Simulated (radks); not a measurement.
The manganese ion Mn22+, configuration [He] 2s1 (the NIST ground configuration).

Method: scalar-relativistic Kohn-Sham, LB94 model potential, spin-polarised, spherical densities, finite nucleus; open shells are filled with parallel spins first; Fermi nuclear charge, rms radius 3.7057 fm; computed with a radial shooting solver on a logarithmic mesh with Libxc functionals.

Energy parts (Ry):
kinetic: 1388.12868
electron-nucleus: -2805.80993
Hartree: 86.05448
(The LB94 potential has no energy functional, so no total or exchange-correlation energy is given.)

Orbitals (lengths in bohr, moments of r in powers of bohr; r(max) is where P^2 peaks; r(90%) holds 90 % of the orbital's charge):
| orbital | occ. | eigenvalue (Ry) | <r^4> | r(max) | <1/r> | r(90%) |
|---|---|---|---|---|---|---|
| 1s up | 1 | -585.0824 | 0.00006014 | 0.03978 | 25.09 | 0.107 |
| 1s down | 1 | -584.8741 | 0.00006078 | 0.03982 | 25.04 | 0.108 |
| 2s up | 1 | -137.9106 | 0.008787 | 0.2164 | 5.988 | 0.381 |
| 2s down | 0 | -138.7260 | 0.008552 | 0.2148 | 6.059 | 0.379 |

The highest occupied level is 2s up at -1876.4 eV. The configuration is held as typed, so some empty levels lie below it. The density falls to 0.001 e/bohr^3 at r = 0.73 bohr.
